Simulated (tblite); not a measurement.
Record of a relaxation.

Compound: C2H8GeO3Si2.
SMILES with atom numbers: `[O:1]=[CH:2][C:3](=[O:4])[GeH2:5][SiH2:6][SiH2:7][OH:8]` (hydrogens: H9 on C2; H10, H11 on Ge5; H12, H13 on Si6; H14, H15 on Si7; H16 on O8)

Computed with GFN2-xTB (tblite), gas phase: L-BFGS steps from a force-field or distance-geometry start until the largest atomic force falls under 0.01 eV/Å. 6 of its 283 geometries are shown.

Step 0: E = -704.5180 eV, largest atomic force 4.918 eV/Å
```
atom  x, y, z in Å  |  force x, y, z in eV/Å
O1     -1.258    1.732   -0.910   -3.268  -1.144   2.304
C2     -2.269    1.404   -0.211    4.042   1.196  -2.533
C3     -2.428    0.054    0.339   -3.453  -0.113   1.781
O4     -3.471   -0.142    1.016    2.060   0.281  -1.107
Ge5    -1.174   -1.361    0.040    0.438  -1.427  -0.429
Si6     0.799   -0.602   -0.821   -0.106   0.070  -1.481
Si7     2.273    0.024    0.713    1.242   1.824   0.612
O8      2.714    1.652    0.404    0.322  -1.987  -0.089
H9     -3.018    2.139    0.017   -0.623   0.339   0.116
H10    -1.019   -2.162    1.351   -0.415   0.202  -0.367
H11    -1.845   -2.330   -1.005    0.097   0.443   0.680
H12     1.400   -1.680   -1.636   -0.118   0.059   0.001
H13     0.565    0.537   -1.708    0.085  -0.279  -0.292
H14     3.461   -0.805    0.531    0.255   0.033   0.138
H15     1.805   -0.153    2.089    0.133   0.296   0.071
H16     3.458    1.702   -0.223   -0.690   0.208   0.597
```

Step 56: E = -705.4791 eV, largest atomic force 0.190 eV/Å
```
atom  x, y, z in Å  |  force x, y, z in eV/Å
O1     -1.134    1.731   -0.412    0.114  -0.034  -0.069
C2     -2.252    1.369   -0.132   -0.032  -0.016   0.069
C3     -2.460    0.100    0.607   -0.033   0.010   0.043
O4     -3.124   -0.082    1.595    0.082   0.082  -0.151
Ge5    -1.231   -1.325   -0.142    0.057   0.040   0.049
Si6     0.908   -0.664   -0.920   -0.009   0.087   0.049
Si7     2.357    0.038    0.744    0.079   0.075   0.048
O8      2.803    1.579    0.505    0.025   0.009   0.030
H9     -3.139    1.901   -0.524   -0.058  -0.097   0.063
H10    -1.350   -2.351    0.964   -0.032  -0.075  -0.004
H11    -2.043   -1.982   -1.242   -0.083   0.003  -0.026
H12     1.419   -1.858   -1.614   -0.026  -0.040  -0.040
H13     0.665    0.300   -1.998    0.007  -0.025  -0.043
H14     3.574   -0.796    0.758   -0.085   0.007   0.016
H15     1.792    0.137    2.088    0.015  -0.025  -0.033
H16     3.207    1.913   -0.290   -0.022  -0.003   0.001
```

Step 113: E = -705.6133 eV, largest atomic force 0.077 eV/Å
```
atom  x, y, z in Å  |  force x, y, z in eV/Å
O1     -0.760    1.345   -0.792    0.052   0.005  -0.009
C2     -1.693    1.192   -0.011   -0.025   0.025   0.014
C3     -1.801    0.068    0.882    0.011  -0.053  -0.055
O4     -1.945   -0.057    2.068   -0.032  -0.012   0.067
Ge5    -1.386   -1.454   -0.402    0.011  -0.004   0.022
Si6     0.832   -0.731   -0.977    0.009   0.036   0.008
Si7     1.953    0.271    0.797   -0.004   0.005   0.014
O8      2.390    1.805    0.508   -0.023  -0.011  -0.002
H9     -2.643    1.738   -0.158    0.010   0.013  -0.019
H10    -1.894   -2.678    0.356   -0.021  -0.007   0.001
H11    -2.432   -1.329   -1.506   -0.003   0.013   0.023
H12     1.440   -2.052   -1.278    0.006  -0.003  -0.003
H13     0.734   -0.134   -2.310    0.011   0.001  -0.007
H14     3.169   -0.515    1.059    0.003  -0.017   0.012
H15     1.186    0.444    2.026   -0.003  -0.019  -0.030
H16     2.842    2.097   -0.276   -0.001   0.027  -0.036
```

Step 169: E = -705.6339 eV, largest atomic force 0.303 eV/Å
```
atom  x, y, z in Å  |  force x, y, z in eV/Å
O1     -0.568    1.375   -0.622   -0.041  -0.004  -0.010
C2     -1.582    1.215    0.052    0.068   0.039  -0.017
C3     -1.814    0.059    0.877   -0.020  -0.019   0.066
O4     -2.075   -0.109    2.038   -0.002   0.012  -0.016
Ge5    -1.382   -1.444   -0.423    0.068   0.004  -0.023
Si6     0.884   -0.794   -0.934   -0.049   0.062  -0.024
Si7     1.984    0.265    0.818    0.008  -0.052  -0.042
O8      2.422    1.775    0.429    0.013   0.063  -0.244
H9     -2.490    1.805   -0.168   -0.034  -0.004   0.002
H10    -1.971   -2.658    0.290   -0.027   0.008   0.005
H11    -2.399   -1.238   -1.543    0.011  -0.005  -0.006
H12     1.464   -2.122   -1.236   -0.006  -0.018  -0.016
H13     0.782   -0.185   -2.270    0.036  -0.040   0.069
H14     3.232   -0.469    1.078   -0.031   0.040   0.056
H15     1.188    0.377    2.046    0.060   0.004  -0.082
H16     2.319    2.156   -0.443   -0.054  -0.091   0.284
```

Step 226: E = -705.7499 eV, largest atomic force 0.018 eV/Å
```
atom  x, y, z in Å  |  force x, y, z in eV/Å
O1     -0.492    1.596   -0.376   -0.009   0.007   0.000
C2     -1.565    1.317    0.143    0.001  -0.001  -0.004
C3     -1.816    0.096    0.870    0.003   0.001   0.005
O4     -2.142   -0.159    1.997    0.000  -0.005   0.003
Ge5    -1.339   -1.319   -0.522   -0.001  -0.016   0.009
Si6     1.019   -1.057   -0.895    0.004  -0.009   0.008
Si7     2.049    0.236    0.745    0.012  -0.004  -0.007
O8      2.338    1.728    0.195   -0.003   0.001   0.014
H9     -2.490    1.848   -0.155   -0.004   0.004   0.001
H10    -2.068   -2.524    0.062   -0.006   0.010  -0.005
H11    -2.258   -0.966   -1.688    0.009   0.005  -0.004
H12     1.462   -2.461   -0.964   -0.001   0.002   0.002
H13     1.057   -0.607   -2.293   -0.003   0.002  -0.008
H14     3.400   -0.224    1.048    0.009  -0.004  -0.001
H15     1.229    0.256    1.964   -0.009   0.001   0.002
H16     1.610    2.248   -0.141   -0.001   0.008  -0.014
```

Step 282: E = -705.7676 eV, largest atomic force 0.009 eV/Å
```
atom  x, y, z in Å  |  force x, y, z in eV/Å
O1     -0.869    2.111   -0.281    0.000   0.000   0.001
C2     -1.797    1.477    0.200    0.003  -0.006  -0.005
C3     -1.705    0.168    0.801   -0.005  -0.001   0.006
O4     -1.842   -0.250    1.918    0.002   0.000  -0.002
Ge5    -1.201   -1.076   -0.745    0.009   0.000   0.003
Si6     1.185   -1.385   -0.683    0.002   0.001   0.001
Si7     2.191    0.209    0.696   -0.008  -0.002   0.002
O8      1.789    1.688    0.218    0.002   0.002   0.000
H9     -2.845    1.750   -0.034   -0.002   0.000   0.001
H10    -2.184   -2.204   -0.468    0.001   0.005   0.003
H11    -1.843   -0.422   -1.962   -0.003   0.002  -0.004
H12     1.302   -2.784   -0.248   -0.002  -0.001   0.001
H13     1.504   -1.416   -2.119   -0.001   0.000  -0.005
H14     3.645    0.206    0.573    0.005  -0.003   0.001
H15     1.781   -0.043    2.085    0.001  -0.002   0.001
H16     0.881    1.981    0.038   -0.004   0.005  -0.003
```

Problem. Summarise the path.

Solution. The energy falls by 120.57 kJ/mol from step 0 to step 282; nine tenths of that is first reached at step 173. It rises by more than 0.2 meV at steps 95, 153, 156, 159, 162, 165, 168 and 171 and others. The largest force goes from 4.918 to 0.009 eV/Å. Among the bonds C3–Ge5 changes most, from 1.915 to 2.047 Å; the atoms move by 1.432 Å rms after alignment.

The cost below is that of the whole relaxation. On one thread of an Arm Neoverse N1, shared host with 64 logical CPUs at a one-minute load of 59, this took 4.7 s of wall time.
